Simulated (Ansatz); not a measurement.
**Two structures, one formula**

Two relaxed structures of AlBH$_{3}$Br, singlet (PBE0-D4/def2-TZVP; forces vanish, vibrations not checked).

A:

```json
{"atom": "Al1", "x (Å)": "-0.6841", "y (Å)": "0.2079", "z (Å)": "-1.1644"}
{"atom": "B2", "x (Å)": "-0.2690", "y (Å)": "0.4236", "z (Å)": "0.8293"}
{"atom": "Br3", "x (Å)": "0.7831", "y (Å)": "0.0115", "z (Å)": "2.2720"}
{"atom": "H4", "x (Å)": "-1.7525", "y (Å)": "-0.8806", "z (Å)": "-1.6048"}
{"atom": "H5", "x (Å)": "-0.1102", "y (Å)": "1.2849", "z (Å)": "-2.1799"}
{"atom": "H6", "x (Å)": "2.0814", "y (Å)": "-1.0019", "z (Å)": "2.1568"}
```

B:

Al1  (-0.793, 0.453, -0.556)
B2  (0.658, -0.286, 0.798)
Br3  (1.939, -1.471, -0.005)
H4  (-2.133, -0.361, -0.817)
H5  (-0.513, 1.780, -1.386)
H6  (0.842, -0.114, 1.965)
(Å)

Ansatz 0.2.0; basis: def2-TZVPP; cores frozen in the correlated methods. Filled d shells of the heavier atoms are correlated. The def2 sets are not built for correlating such inner shells, so the correlated values are less sure here. B3LYP uses VWN-RPA correlation.

Question: Which structure is lower at CCSD(T), and by how much? (To be estimated.)

Answer: The calculation gives: B, by 95.15 kcal/mol (electronic energy, against the other). By their contacts, A is AlBH₃Br ([AlH2][B][BrH]) and B is AlBH₃Br ([AlH2][BH][Br]).

All methods give the same order:

```
   method  E(B) − E(A) (kcal/mol)
   PBE-D4                  -86.02
r2SCAN-D4                  -91.22
  PBE0-D4                  -94.25
 B3LYP-D4                  -93.96
  wB97M-V                 -100.66
       HF                 -115.78
      MP2                  -99.72
     CCSD                  -99.35
  CCSD(T)                  -95.15
```

T1 diagnostic: at most 0.020. The restricted Hartree–Fock reference is unstable towards an unrestricted one at one or more of these structures.

Labels in which every atom is bracketed show which atoms are joined, not bond orders.

For scale, one of the runs: CCSD(T)/def2-TZVPP, 163 basis functions, launched by `ansatz run in.yaml --threads 2 --pin off --events-out ev --progress --plain --max-ram 4352MiB`. The run took 58 s on 2 CPU threads of an Arm Neoverse V1 (shared host), with 1.2 GiB of host memory at its peak.
